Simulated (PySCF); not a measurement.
Job file and geometry (Å, from GFN2-xTB) of a spin–spin coupling run on SMILES N#Cc1nccc(Br)n1, C5H2BrN3, B3LYP/pcJ-1 Br:pcSseg-1 indirect spin-spin coupling, non-relativistic, gas phase in PySCF 2.14.0, density-fitted response routines; density fitting, a coarse starting grid and PySCF grid level 2 are the driver's defaults:

```
$ OMP_NUM_THREADS=1 python probes_run.py task.json out

{"job": {"kind": "j", "xc": "B3LYP", "basis": "pcJ-1"}, "charge": 0, "multiplicity": 1}
N      3.677012     0.492918    -0.300250
C      2.551416     0.316889    -0.206700
C      1.144100     0.097470    -0.089724
N      0.726293    -1.152762     0.046413
C     -0.578051    -1.337882     0.152811
C     -1.485905    -0.288082     0.125746
C     -0.926192     0.976819    -0.021855
Br    -2.019807     2.522083    -0.079076
N      0.366715     1.174870    -0.128805
H     -0.901309    -2.364005     0.263048
H     -2.548848    -0.435647     0.212428
```

Task: Write the output of this run.

Result: 
```
coarse grid: 53536 points
cycle   1  E = -2929.7779561239  dE =  5.505e-01  |g| = 9.373e-01  |ddm| = 3.742e+00
cycle   2  E = -2929.5274722112  dE =  2.505e-01  |g| = 1.298e+00  |ddm| = 1.531e+00
cycle   3  E = -2929.8168323939  dE = -2.894e-01  |g| = 5.212e-01  |ddm| = 1.254e+00
cycle   4  E = -2929.8666845308  dE = -4.985e-02  |g| = 1.638e-01  |ddm| = 3.979e-01
cycle   5  E = -2929.8715351623  dE = -4.851e-03  |g| = 5.107e-02  |ddm| = 1.395e-01
cycle   6  E = -2929.8719977418  dE = -4.626e-04  |g| = 1.502e-02  |ddm| = 4.193e-02
cycle   7  E = -2929.8720475204  dE = -4.978e-05  |g| = 5.165e-03  |ddm| = 1.637e-02
cycle   8  E = -2929.8720532800  dE = -5.760e-06  |g| = 1.404e-03  |ddm| = 4.992e-03
final grid: 112840 points
cycle   9  E = -2929.8720247190  dE =  1.367e-06  |g| = 2.845e-03  |ddm| = 3.639e-03
cycle  10  E = -2929.8720179222  dE =  6.797e-06  |g| = 6.155e-03  |ddm| = 7.109e-03
cycle  11  E = -2929.8720265163  dE = -8.594e-06  |g| = 4.475e-04  |ddm| = 4.885e-03
cycle  12  E = -2929.8720265595  dE = -4.323e-08  |g| = 1.076e-04  |ddm| = 3.847e-04
cycle  13  E = -2929.8720265620  dE = -2.463e-09  |g| = 2.048e-05  |ddm| = 8.570e-05
cycle  14  E = -2929.8720265621  dE = -8.185e-11  |g| = 9.065e-06  |ddm| = 2.356e-05
converged SCF energy = -2929.8720265621

Indirect spin-spin couplings (Hz)
  i      j    bonds     total        FC       PSO       DSO        SD
  0 N   10 H    6      0.154     0.112    -0.077     0.118         -
  1 C   10 H    5      1.465     1.430     0.329    -0.294         -
  2 C    9 H    3     13.711    13.835     0.395    -0.519         -
  2 C   10 H    4     -0.190    -0.350     0.541    -0.381         -
  3 N    9 H    2    -12.171   -13.336     1.062     0.104         -
  3 N   10 H    3     -1.175    -1.152    -0.224     0.200         -
  4 C    9 H    1    193.269   192.809    -0.527     0.987         -
  4 C   10 H    2      3.678     4.887    -0.976    -0.233         -
  5 C    9 H    2      9.953    10.958    -0.741    -0.264         -
  5 C   10 H    1    183.855   183.030    -0.265     1.090         -
  6 C    9 H    3     10.146    10.136     0.339    -0.329         -
  6 C   10 H    2     -0.404     0.361    -0.832     0.067         -
  8 N    9 H    4      0.606     0.623    -0.202     0.186         -
  8 N   10 H    3     -0.884    -0.769    -0.308     0.193         -
  9 H   10 H    3      6.114     6.093     0.343    -0.321         -
```

Size and cost of the density-fitted run: 277 basis functions, 70 s wall time on 1 thread of an Arm Neoverse N1, shared host; peak memory 1.2 GiB.
